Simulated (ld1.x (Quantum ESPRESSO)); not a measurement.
## An all-electron radial function and its pseudo partner (fluorine (F))

Columns: radius, all-electron u(r) and pseudo u(r) of the 2s shell (level -47.36 eV) of fluorine in the configuration [He] 2s2 2p4; PW91, non-relativistic, PAW scheme, ld1.x (Quantum ESPRESSO) 7.5.

```csv
r (bohr),all-electron,pseudo
0.080,0.4651,-0.1510
0.160,0.3321,-0.3021
0.240,0.0149,-0.4520
0.320,-0.3147,-0.5978
0.400,-0.5917,-0.7343
0.480,-0.7987,-0.8546
0.560,-0.9371,-0.9514
0.640,-1.0167,-1.0180
0.720,-1.0495,-1.0495
0.800,-1.0472,-1.0472
0.880,-1.0195,-1.0195
0.960,-0.9746,-0.9746
1.040,-0.9186,-0.9186
1.120,-0.8564,-0.8564
1.200,-0.7913,-0.7913
1.280,-0.7258,-0.7258
1.360,-0.6618,-0.6618
1.440,-0.6003,-0.6003
1.520,-0.5422,-0.5422
1.600,-0.4880,-0.4880
1.680,-0.4377,-0.4377
1.760,-0.3915,-0.3915
1.840,-0.3494,-0.3494
1.920,-0.3111,-0.3111
2.000,-0.2766,-0.2766
2.080,-0.2455,-0.2455
```

(1) How many radial nodes do the two functions have?

(2) At about which radius was the pseudo-wave matched?

(3) Is the pseudo-wave norm-conserving?

## Answers

(1) The all-electron 2s function has n − l − 1 = 1; the pseudo-wave has 0, since the states of the same l below it are removed with the core.

(2) 0.70 bohr, where the columns begin to agree (steps of 0.08 bohr).

(3) No, it belongs to a PAW set: the norm inside the radius is not constrained, and the difference is carried by the augmentation charge.
